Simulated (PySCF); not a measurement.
Input of a run (PBE0-D3(BJ)/def2-SVP geometry optimisation, gas phase (PySCF 2.14.0)), started from GFN2-xTB:
```
{"job": {"xc": "PBE0", "basis": "def2-SVP", "d3": "d3bj", "grid": 1, "shake": 0.01, "kind": "geom"}, "charge": 0, "multiplicity": 1}
F      4.050520     0.430750    -0.330310
C      2.752530     0.511110     0.040090
F      2.611020     1.290050     1.104010
C      1.784450    -0.105910    -0.561940
F      2.049310    -0.869070    -1.650880
C      0.311960    -0.089980    -0.205210
C     -0.161140     0.715210     1.001640
C     -1.664070     0.393840     0.911680
C     -1.667420    -0.517690    -0.292050
C     -0.458310    -1.424780    -0.009450
C     -0.758310     0.251570    -1.258830
H      0.283650     0.379010     1.939960
H      0.004010     1.790760     0.878710
H     -2.307380     1.278680     0.766530
H     -2.045950    -0.138480     1.805050
H     -2.615510    -0.919930    -0.632280
H     -0.247130    -2.133330    -0.806300
H     -0.406110    -1.888350     0.964600
H     -0.959970     1.302390    -1.423430
H     -0.607150    -0.240480    -2.211500
```

Output (energies in Eh, forces in Eh/bohr):
```
step   0  E = -608.64042318  max force = 0.066336
step   1  E = -608.64567696  max force = 0.010186
step   2  E = -608.64667097  max force = 0.006754
step   3  E = -608.64714066  max force = 0.003771
step   4  E = -608.64737921  max force = 0.002968
step   5  E = -608.64742237  max force = 0.001383
step   6  E = -608.64743537  max force = 0.001574
step   7  E = -608.64747022  max force = 0.000480
step   8  E = -608.64747584  max force = 0.000201
optimisation converged
```

Question: Summarise the run.

Answer: The energy falls by 18.5 kJ/mol over 9 energy and gradient evaluations, the largest force component goes from 0.0663 to 2.0e-04 Eh/bohr, and the atoms move by 0.033 Å rms after alignment. The bond that changes most is F1–C2 (vinyl fluorine to =CF2 carbon), which shortens by 0.043 Å. Bonds longer at the end by more than 0.005 Å: 12 of 21; shorter: 5. Among the angles that change most is C2–C4–F5, from 119.7° to 116.8°. The energy never rose by more than 1e-6 Eh on the way. The first step brought 74 % of the lowering.

Question: What are the final bond lengths?

Answer: F1–C2 1.309 Å, C2–F3 1.313 Å, C2=C4 1.334 Å, C4–F5 1.342 Å, C4–C6 1.474 Å, C6–C7 1.535 Å, C7–C8 1.552 Å, C8–C9 1.532 Å, C9–C10 1.542 Å, C9–C11 1.542 Å, C6–C10 1.555 Å, C6–C11 1.554 Å, C7–H12 1.099 Å, C7–H13 1.100 Å, C8–H14 1.100 Å, C8–H15 1.100 Å, C9–H16 1.098 Å, C10–H17 1.099 Å, C10–H18 1.102 Å, C11–H19 1.102 Å, C11–H20 1.099 Å. Numbering counts from 1 in the input's order; the species is `FC(F)=C(F)[C@]12CC[C@H](C1)C2`.

The run used 199 basis functions and 62 SCF cycles in all. Hardware: an Intel Xeon Platinum 8259CL at 2.50 GHz with 2 threads (shared host). Cost: 3.5 min wall, 8.3 min CPU, 0.99 GiB resident at most.

No PBE0-D3(BJ)/def2-SVP frequencies stand behind this structure, so it isn't proved a minimum. The numbers are those of one conformer.
